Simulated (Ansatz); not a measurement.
One change: `N[CH2][Al]([OH])[OH]` becomes `[OH][AlH][OH]`.

Ansatz, PBE0-D4/def2-TZVP geometries, multiplicity 1. Each molecule was computed in one conformer, which needn't be the lowest.

```
                                      property  `N[CH2][Al]([OH])[OH]`
             LUMO energy (PBE/def2-TZVPP) / eV                   -0.93
           LUMO energy (B3LYP/def2-TZVPP) / eV                   -0.44
            HOMO energy (PBE0/def2-TZVPP) / eV                   -6.86
         HOMO energy (ωB97M-V/def2-TZVPP) / eV                   -9.24
             HOMO energy (PBE/def2-TZVPP) / eV                   -5.40
size of the dipole moment (PBE/def2-TZVPP) / D                    3.32
```

Question: Give the same properties after the change, and the shifts. (Estimate.)

Answer: Computed: 
```
                                      property  `[OH][AlH][OH]`  shift
             LUMO energy (PBE/def2-TZVPP) / eV            -0.96  -0.03
           LUMO energy (B3LYP/def2-TZVPP) / eV            -0.47  -0.03
            HOMO energy (PBE0/def2-TZVPP) / eV            -9.08  -2.22
         HOMO energy (ωB97M-V/def2-TZVPP) / eV           -11.58  -2.34
             HOMO energy (PBE/def2-TZVPP) / eV            -7.38  -1.98
size of the dipole moment (PBE/def2-TZVPP) / D             2.35  -0.97
```

Dipoles are sizes alone; their direction can turn.

B3LYP here is the variant with VWN-RPA as its local correlation; programs differ in this.
